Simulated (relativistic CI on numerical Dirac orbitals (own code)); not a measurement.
How well does a small relativistic CI reproduce Sm⁺?

Calculated at this level of theory: Dirac-Coulomb-Breit CI, orbitals from a KLI potential per configuration, model QED (radiative potential, 1s self-energy scaled to tabulated hydrogen-like ionisation energies), valence Slater integrals scaled by 0.85, P86 correlation energy added to each configuration (own radial code, finite nucleus).

Configuration list (outside the closed core [Xe]): 4f6 6s, 4f5 6s2, 4f7, 4f6 7s, 4f5 6s 8s, 4f4 6s 7s2. The list is cut by size and lacks configurations that can hold low levels.

| Configuration | Term (tabulated) | J | Measured (cm⁻¹) | Computed | Error | Purity (%) |
| --- | --- | --- | --- | --- | --- | --- |
| 4f6 6s | 8F | 1/2 | 0.0 | 0 | 0 | 94 |
| 4f6 6s | 8F | 3/2 | 326.6 | 342 | 16 | 94 |
| 4f6 6s | 8F | 5/2 | 838.2 | 872 | 33 | 95 |
| 4f6 6s | 8F | 7/2 | 1489.2 | 1540 | 51 | 96 |
| 4f6 6s | 6F | 1/2 | 1518.3 | 2246 | 728 | 94 |
| 4f6 6s | 6F | 3/2 | 2003.2 | 2745 | 741 | 95 |
| 4f6 6s | 8F | 9/2 | 2238.0 | 2306 | 68 | 97 |
| 4f6 6s | 6F | 5/2 | 2688.7 | 3453 | 765 | 96 |
| 4f6 6s | 8F | 11/2 | 3052.7 | 3137 | 84 | 97 |
| 4f6 6s | 6F | 7/2 | 3499.1 | 4293 | 794 | 96 |
| 4f6 6s | 8F | 13/2 | 3909.6 | 4007 | 98 | 97 |
| 4f6 6s | 6F | 9/2 | 4386.0 | 5210 | 824 | 96 |
| 4f6 6s | 6F | 11/2 | 5317.6 | 6170 | 852 | 96 |

Measured levels from NIST Handbook of Basic Atomic Spectroscopic Data (Sansonetti and Martin, J. Phys. Chem. Ref. Data 34, 1559 (2005)); pairs were made by configuration, J and term (by order where the table uses no LS term), so strongly mixed levels may be paired wrongly.

Mean error by configuration (cm⁻¹): 4f6 6s 421. Over the excited levels the mean absolute error is 421 cm⁻¹ (12 of the 37 excited levels that our extract of the source holds in range could be paired, and the others can miss by more), and the median relative error of those above 1,000 cm⁻¹ is 17 %.
